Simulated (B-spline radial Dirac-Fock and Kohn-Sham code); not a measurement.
Ru⁵⁺: scattering cross sections and density moments

System: the Ru⁵⁺ ion, configuration 1s2 2s2 2p6 3s2 3p6 3d10 4s2 4p6 4d3.

The run's input, task.json:

```json
{"items": [{
  "Z": 44,
  "q": 5,
  "cfg": [[1, 0, 2], [2, 0, 2], [2, 1, 6], [3, 0, 2], [3, 1, 6], [3, 2, 10], [4, 0, 2], [4, 1, 6], [4, 2, 3]],
  "A": 102,
  "rrms": 4.4809,
  "do": ["scatter"],
  "s": [0.0, 0.05, 0.1, 0.15, 0.2, 0.25, 0.3, 0.35, 0.4, 0.45, 0.5, 0.6, 0.7, 0.8, 0.9, 1.0, 1.1, 1.2, 1.4, 1.6, 1.8, 2.0, 2.5, 3.0, 3.5, 4.0, 5.0, 6.0],
  "pz": [0, 0.1, 0.2, 0.3, 0.4, 0.5, 0.6, 0.8, 1.0, 1.2, 1.4, 1.6, 1.8, 2.0, 2.5, 3.0, 4.0, 5.0, 7.0, 10.0, 15.0, 20.0, 30.0, 40.0, 60.0, 100.0],
  "hv_scatter": [1000, 2000, 10000, 20000, 30000, 50000, 500000, 1000000]
}]}
```

Launch: `python xray_run.py task.json out`

These are calculated numbers from a radial finite-basis atomic code; the model is configuration-average Dirac-Fock orbitals.

- Sum of ⟨r⟩: 20.59 bohr
- Sum of ⟨r²⟩: 19.63 bohr²
- Sum of ⟨1/r⟩: 246.49 per bohr
- Langevin diamagnetic susceptibility: -15.5 × 10⁻⁶ cm³/mol
- Lamb shielding (α²/3)Σ⟨1/r⟩: 4375 ppm

Coherent scattering is the Thomson cross section weighted by f₀², without anomalous dispersion; incoherent scattering is Klein-Nishina weighted by S. The Lamb formula is the non-relativistic shielding expression. Electron correlation is left out.

```tsv
hν (keV)	coherent (b)	incoherent (b)	incoherent per electron (b)
1	988.1	0.3095	0.00794
2	924.4	1.107	0.0284
10	387.5	8.328	0.214
20	174.1	12.82	0.329
30	98.34	15.15	0.388
50	45.21	17.04	0.437
500	0.6769	11.13	0.285
1000	0.1726	8.198	0.210
```

Incoherent scattering overtakes coherent scattering between 50 and 500 keV.
